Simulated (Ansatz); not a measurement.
Ansatz (an electronic-structure program) input file for C₃H₇NSi, SMILES NC=C=C[SiH3], PBE0/def2-SVPD. Coordinates come from a r2SCAN-D4/def2-SVP optimisation. The structure was generated by enumeration; whether it is a known compound was not checked. One conformer was computed; it need not be the lowest.

Ansatz 0.2 input:
```yaml
crystal:
  periodic: [false, false, false]
  atoms:
    - {symbol: N, position_ang: [-1.89552640, 0.63712273, -1.92430991]}
    - {symbol: C, position_ang: [-1.74197676, 0.14761262, -0.62144847]}
    - {symbol: C, position_ang: [-0.67687679, -0.44754723, -0.11238286]}
    - {symbol: C, position_ang: [0.42345485, -0.93050037, 0.42707602]}
    - {symbol: Si, position_ang: [1.77388069, 0.17181239, 1.12212949]}
    - {symbol: H, position_ang: [-2.82763465, 0.48906851, -2.30213101]}
    - {symbol: H, position_ang: [-1.19114817, 0.29643257, -2.57302831]}
    - {symbol: H, position_ang: [-2.59422589, 0.34506545, 0.04327896]}
    - {symbol: H, position_ang: [0.56153864, -2.02504984, 0.48139438]}
    - {symbol: H, position_ang: [1.98427009, -0.10188855, 2.57892436]}
    - {symbol: H, position_ang: [3.07871231, -0.08876970, 0.43510135]}
    - {symbol: H, position_ang: [1.39523494, 1.60251896, 0.93734848]}
basis:
  gaussian:
    orbitals: def2-SVPD
hamiltonian:
  xc: {name: PBE0}
```

Program output:

```
WARN ansatz: RAYON_NUM_THREADS=1 ignored (pool sized by the plan → 1); use --threads N
Functional definition: PBE0
integrals: 0.09 GiB planned
1375 factors; their error is unknown
mean field: 0.74 GiB planned
mean field evaluation 1: about -12570.5256 eV, gradient 4.8e1 eV
mean field evaluation 2: about -12568.4894 eV, gradient 5.6e1 eV
mean field evaluation 4: about -12576.1797 eV, gradient 3.1e0 eV
mean field evaluation 8: about -12576.2028 eV, gradient 3.0e-2 eV
mean field evaluation 16: about -12576.2443 eV, gradient 3.3e-5 eV
mean field -12576.24426349 eV, -462.1684521987 hartree, gradient 3.3e-5 eV, S^2 0.000000; 0 other end points of the search recorded, 0 dependent functions left out
reference -12576.24430215 eV, -462.1684536195 hartree; 23, 23 occupied and 137, 137 virtual orbitals, 1375 factors
Total energy: -12576.24430215 eV, -462.1684536195 hartree
```

The run converged.

Cost: about 3 core-seconds (a rough figure).
